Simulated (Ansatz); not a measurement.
Frontier orbitals of `[CH3][GeH]([F])[SeH]`.

Z-matrix (Å, degrees):
```
C
Ge 1 1.935
H 1 1.090 2 110.1
H 1 1.090 2 109.5 3 120.1
H 1 1.091 2 109.4 3 -120.4
F 2 1.746 1 105.5 3 178.7
Se 2 2.341 1 113.1 3 -62.4
H 2 1.535 1 116.4 3 62.2
H 7 1.469 2 92.4 1 -37.2
```

The species carries charge 0 and has multiplicity 1. Correlated methods include outer-core shells of Ge, Se, which these sets cover unevenly. Scalar relativity is left out up to krypton. The structure was optimised at the PBE0-D4/def2-TZVP level. It is one conformer, not always the lowest. Basis def2-TZVPP, the Gaussian-basis code of Ansatz.

```csv
functional,HOMO (eV),LUMO (eV),gap (eV)
PBE,-6.13,-1.08,5.05
revPBE,-6.07,-0.99,5.08
PBE0,-7.30,-0.16,7.14
B3LYP,-7.06,-0.45,6.61
r2SCANh,-6.85,-0.49,6.36
r2SCAN0,-7.50,-0.01,7.49
HSE06 (plane-wave form),-6.91,-0.54,6.37
BHLYP,-8.32,0.76,9.08
ωB97M-V,-9.48,1.75,11.23
```

A quarter of exact exchange (PBE0) shifts PBE's HOMO by −1.18 eV and its LUMO by +0.91 eV; full exchange at long range (ωB97M-V) shifts them by −3.36 and +2.82 eV. The gap opens from 5.05 to 11.23 eV, since occupied levels lose self-interaction and empty ones feel all the electrons. A positive LUMO is unbound and depends on the basis.

B3LYP here is the variant with VWN-RPA as its local correlation; programs differ in this.
